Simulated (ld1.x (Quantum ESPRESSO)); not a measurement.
thallium (Tl), PAW: configuration errors across variants

* Element: thallium (Tl)
* Generator: ld1.x (Quantum ESPRESSO) 7.5
* Type: PAW
* Functional: PBEsol
* Relativity: scalar-relativistic
* Frozen core: [Xe] 4f14
* Valence charge: 13
* Reference configuration: 5d10 6s1 6p0 (charge +2)
* Partial waves: 6s (bound): rcut 1.60, rcutus 2.00 bohr; 6s channel at 1.95 Ry: rcut 1.60, rcutus 2.00 bohr; 6p (bound, empty): rcut 2.15, rcutus 2.85 bohr; 6p channel at -0.75 Ry: rcut 2.15, rcutus 2.85 bohr; 5d (bound): rcut 1.20, rcutus 1.40 bohr; 5d channel at -1.55 Ry: rcut 1.20, rcutus 1.40 bohr
* Local potential: all-electron potential smoothed inside 2.30 bohr (lloc = -1)
* Core correction: a·sin(br)/r model core inside 1.30 bohr
* Augmentation charge: PSQ, inside the norm-conserving radii

All-electron excitation energies from the reference (eV): (1) 5d10 6s2 6p1 -25.990; (2) 5d10 6s2 6p0 -20.843; (3) 5d10 6s0 6p0 30.163; (4) 5d10 6s1 6p1 -12.478; (5) 5d9 6s2 6p1 -4.746; (6) 5d10 6s0 6p3 -10.698; (7) 5d9 6s2 6p2 -11.291.

The overlap operator is not positive definite (basis up to 400 Ry) in “all radii but the core radius scaled by about 1.29 (s 2.58, p 3.68, d 1.80 bohr, rcut 2.06/2.78/1.56); local potential all-electron potential smoothed inside 2.98 bohr (lloc = -1)”. Such files are unfit for use, however small their errors in these radial tests.

2 further variants failed, have other tests or too few solved ones, and are left out.

Errors AE − PS in meV (a dash: test not solved or not reliable):

| change | (1) | (2) | (3) | (4) | (5) | (6) | (7) | bound ghosts |
| --- | --- | --- | --- | --- | --- | --- | --- | --- |
| base | +8.4 | +6.0 | -14 | +5.5 | -35 | +6.8 | -30 | none |
| all radii but the core radius scaled by about 1.13 (s 2.26, p 3.24, d 1.58 bohr, rcut 1.82/2.44/1.36); local potential all-electron potential smoothed inside 2.62 bohr (lloc = -1) | +8.5 | +6.0 | -14 | +5.5 | -31 | +7.4 | -25 | none |
| all radii but the core radius scaled by about 1.18 (s 2.36, p 3.38, d 1.66 bohr, rcut 1.90/2.54/1.42); local potential all-electron potential smoothed inside 2.72 bohr (lloc = -1) | +9.0 | +6.1 | -14 | +5.6 | -29 | +7.5 | -22 | none |
| all radii but the core radius scaled by about 1.29 (s 2.58, p 3.68, d 1.80 bohr, rcut 2.06/2.78/1.56); local potential all-electron potential smoothed inside 2.98 bohr (lloc = -1) | +3.2 | +8.0 | -14 | +1.9 | -36 | +5.2 | -29 | not determined (overlap not positive) |
| all radii but the core radius scaled by about 1.39 (s 2.78, p 3.96, d 1.94 bohr, rcut 2.22/3.00/1.68); local potential all-electron potential smoothed inside 3.20 bohr (lloc = -1) | +12 | +6.5 | -14 | +6.2 | +243 | +7.7 | +252 | none |

Q: Give the same row for: all radii but the core radius scaled by about 0.95 (s 1.90, p 2.72, d 1.34 bohr, rcut 1.52/2.06/1.14); local potential all-electron potential smoothed inside 2.20 bohr (lloc = -1).

A: +8.7, +6.2, -14, +5.5, –, –, –; bound ghosts: none.
